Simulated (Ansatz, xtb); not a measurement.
**Relative energy of two isomers of C4H8BGa**

Structure a is `B[CH2][GaH][CH2]C#C`, a singlet and structure b is `B[CH2][Ga]([CH3])[C]#C`, a singlet. Both are isolated molecules in the gas phase, relaxed with PBE-D3(BJ)/def2-SVP; the shapes shown needn't be the lowest conformers.

a (Å):

```yaml
atoms:
  - { symbol: C, position_ang: [0.6409, 0.7116, 0.6307] }
  - { symbol: C, position_ang: [-1.8325, 1.4559, -1.6153] }
  - { symbol: C, position_ang: [-1.7262, 2.7427, -0.9654] }
  - { symbol: C, position_ang: [-1.5843, 3.8087, -0.3776] }
  - { symbol: B, position_ang: [0.0381, -0.0767, 1.7878] }
  - { symbol: Ga, position_ang: [-0.5447, 0.1003, -0.8797] }
  - { symbol: H, position_ang: [-0.9013, 0.3745, 2.4248] }
  - { symbol: H, position_ang: [0.4165, -1.2099, 2.0385] }
  - { symbol: H, position_ang: [1.6401, 0.3845, 0.2723] }
  - { symbol: H, position_ang: [0.4887, 1.8095, 0.6071] }
  - { symbol: H, position_ang: [-0.4421, -1.3354, -1.5345] }
  - { symbol: H, position_ang: [-1.6568, 1.5235, -2.7119] }
  - { symbol: H, position_ang: [-2.8475, 1.0129, -1.4956] }
  - { symbol: H, position_ang: [-1.4859, 4.7590, 0.1267] }
```

b (Å):

```yaml
atoms:
  - { symbol: C, position_ang: [-0.3340, -0.6608, -1.4072] }
  - { symbol: C, position_ang: [-0.1853, 1.8352, 1.0495] }
  - { symbol: C, position_ang: [-2.8118, 1.5597, -1.0877] }
  - { symbol: C, position_ang: [-3.8935, 1.9628, -1.5198] }
  - { symbol: B, position_ang: [-0.7033, -1.7473, -0.4063] }
  - { symbol: Ga, position_ang: [-1.1160, 0.9304, -0.4254] }
  - { symbol: H, position_ang: [0.0190, -1.9830, 0.5504] }
  - { symbol: H, position_ang: [-1.7731, -2.3301, -0.4801] }
  - { symbol: H, position_ang: [-0.8583, -0.6429, -2.3817] }
  - { symbol: H, position_ang: [0.7358, -0.3735, -1.4716] }
  - { symbol: H, position_ang: [-0.3947, 2.9222, 1.0581] }
  - { symbol: H, position_ang: [0.9078, 1.6643, 1.0086] }
  - { symbol: H, position_ang: [-0.5577, 1.4097, 2.0060] }
  - { symbol: H, position_ang: [-4.8453, 2.3153, -1.8976] }
```

Quicker runs give these differences E(b) − E(a): GFN2-xTB +0.102 eV; HF/STO-3G −1.074 eV (at GFN2-xTB geometries); r2SCAN-D4/def2-SVP −0.549 eV (at GFN2-xTB geometries).

Task: Estimate which is lower in electronic energy at CCSD(T)/def2-SVP + ΔMP2/def2-TZVPP, and by roughly how much.

Result: The CCSD(T)/def2-SVP + ΔMP2/def2-TZVPP calculation puts structure b lower, by 0.714 eV.

The same difference at several levels:

```tsv
level	geometry	E(b) − E(a) (eV)	departure from the last row (eV)	job, with rough time for the two
GFN2-xTB	GFN2-xTB	+0.102	+0.815	optimisation, 0.42 s
HF/STO-3G	GFN2-xTB	−1.074	−0.360	single point, 1.2 s
r2SCAN-D4/def2-SVP	GFN2-xTB	−0.549	+0.165	single point, 3.1 s
PBE-D3(BJ)/def2-SVP	PBE-D3(BJ)/def2-SVP	−0.452	+0.261	optimisation, 1.7 min
HF/def2-SVP	PBE-D3(BJ)/def2-SVP	−0.619	+0.095	part of the CCSD(T) run
MP2/def2-SVP	PBE-D3(BJ)/def2-SVP	−0.634	+0.080	part of the CCSD(T) run
CCSD(T)/def2-SVP	PBE-D3(BJ)/def2-SVP	−0.624	+0.090	single point
CCSD(T)/def2-SVP + ΔMP2/def2-TZVPP	PBE-D3(BJ)/def2-SVP	−0.714		single point, 47 s
```

As drawn, b has 1 C–Ga, 1 C–H in place of 1 C–C, 1 Ga–H.

GFN2-xTB puts the two in the other order. The largest departure from CCSD(T)/def2-SVP + ΔMP2/def2-TZVPP is that of GFN2-xTB, 0.815 eV. The last row adds to CCSD(T) the change of the MP2 difference between the two basis sets, here −0.090 eV.

With thermal terms from frequencies at re-optimised GFN2-xTB minima (ideal gas, soft modes damped towards free rotors, one conformer each, 298.15 K, 1 atm): on the last row, ΔE + ΔZPE = −0.633, ΔH = −0.613, ΔG = −0.668 eV.

The correlated steps freeze 14 core orbitals; the filled d shell of Ga is correlated, in a basis made for valence electrons. Run with Ansatz 0.2.0, xtb 6.7.1; the last row on 2 threads of Intel(R) Xeon(R) 6975P-C (Granite Rapids) on a shared host.
